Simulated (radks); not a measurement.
Values are calculated unless marked as measured or tabulated.
Dipole-allowed excitations along the series with 4 electrons in [He] 2s2. Level of theory: non-relativistic Kohn-Sham, LDA (Slater exchange, VWN5 correlation), spin-unpolarised, spherical densities, point nucleus (a radial shooting solver on a logarithmic mesh with Libxc functionals). Time-dependent linear response with the Hartree and adiabatic LDA kernel, continuum included through the Sternheimer equations. Lines are the poles of the dipole polarisability below minus the highest occupied eigenvalue, found on a grid refined at the orbital gaps; the lowest seven at most are given, and weak or close lines can be missed. The first line takes the name of the lowest orbital gap if no other gap lies below it; otherwise a line is named after a gap within 0.6 % of it, if that gap stands alone.

| species | -e(HOMO) (eV) | lowest orbital gap (eV) | first line (eV) | f | strongest line (eV) | its f | static alpha (bohr^3) |
|---|---|---|---|---|---|---|---|
| Be | 5.599 | 2s-2p 3.498 | 4.821 (2s-2p) | 1.30 | the first | 1.30 | 43.80 |
| B+ | 19.407 | 2s-2p 5.948 | 8.472 (2s-2p) | 0.969 | the first | 0.969 | 10.78 |
| C2+ | 40.156 | 2s-2p 8.303 | 11.751 (2s-2p) | 0.722 | the first | 0.722 | 4.257 |
| N3+ | 67.757 | 2s-2p 10.618 | 14.926 (2s-2p) | 0.576 | the first | 0.576 | 2.109 |
| F5+ | 143.42 | 2s-2p 15.194 | 21.156 (2s-2p) | 0.411 | 94.587 (unassigned) | 0.457 | 0.7435 |

Estimate the first line of O4+, its oscillator strength and the static polarisability.

Answer. 18.054 eV (2s-2p), f = 0.480, alpha = 1.196 bohr^3.
